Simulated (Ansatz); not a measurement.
F2H4OSiSn, SMILES `[OH][Sn]([F])([F])[SiH3]`, charge 0, multiplicity 1.

**Question.** Give a relaxed structure at PBE0-D4/def2-TZVP (Ansatz 0.2.0). (Best estimate.)

**Answer.** Computed: 
Cartesian coordinates in Å:
```
O 0.854 1.731 1.229
Sn 0.285 0.714 -0.322
F 1.792 0.681 -1.504
F -0.910 1.860 -1.284
Si -0.685 -1.601 0.158
H 1.212 2.595 1.008
H -1.057 -2.187 -1.149
H -1.865 -1.407 1.030
H 0.373 -2.386 0.833
```
Point group Cs.
This is one stationary point; other conformers may exist.
